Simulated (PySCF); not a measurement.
# Magnetisability: SMILES [F][K], FK

Molfile (atoms numbered from 1):
```
FK
     RDKit          3D

  2  1  0  0  0  0  0  0  0  0999 V2000
    1.0707   -0.0065    0.0016 F   0  0  0  0  0  0  0  0  0  0  0  0
   -1.0680    0.0078   -0.0157 K   0  0  0  0  0  1  0  0  0  0  0  0
  1  2  1  0
M  END
```

Computed, not measured: GIAO OLYP/aug-pcSseg-2 magnetisability, rotational g tensor and spin-rotation constants, non-relativistic, gas phase (PySCF). Geometry: PBE0-D3(BJ)/def2-SVP.

(1) What are the magnetisability and the molar susceptibility?

(2) Split it along the inertial axes a, b, c into diamagnetic and paramagnetic parts about the centre of mass, with the quadrupole moment.

(3) And the rotational g tensor?

Answers

(1) Isotropic -388 × 10⁻³⁰ J/T², or -23.4 × 10⁻⁶ cm³/mol; principal values -477, -344, -344 × 10⁻³⁰ J/T², anisotropy 133 × 10⁻³⁰ J/T² (root of half the summed squared differences of the principal values). The susceptibility is in cgs units.

(2) 
| axis | χ (10⁻⁶ cm³/mol) | diamagnetic (10⁻⁶ cm³/mol) | paramagnetic (10⁻⁶ cm³/mol) | summed x² of all electrons (Å²) | quadrupole Θ (D Å) |
| --- | --- | --- | --- | --- | --- |
| a | -28.7 | -28.7 | 0.0 | 32.7 | -6.70 |
| b | -20.7 | -153.2 | 132.5 | 3.4 | +3.35 |
| c | -20.7 | -153.2 | 132.5 | 3.4 | +3.35 |

Anisotropies 2χaa − χbb − χcc = -16.0 and 2χbb − χaa − χcc = +8.0 × 10⁻⁶ cm³/mol. Θ is traceless in Buckingham's convention.

(3) 
```tsv
axis	rotational constant (GHz)	g	nuclear part	electronic part
b	8.6505	-0.0566	0.4818	-0.5384
c	8.6505	-0.0566	0.4818	-0.5384
```
Linear; isotopes 19F, 39K; no vibrational averaging.
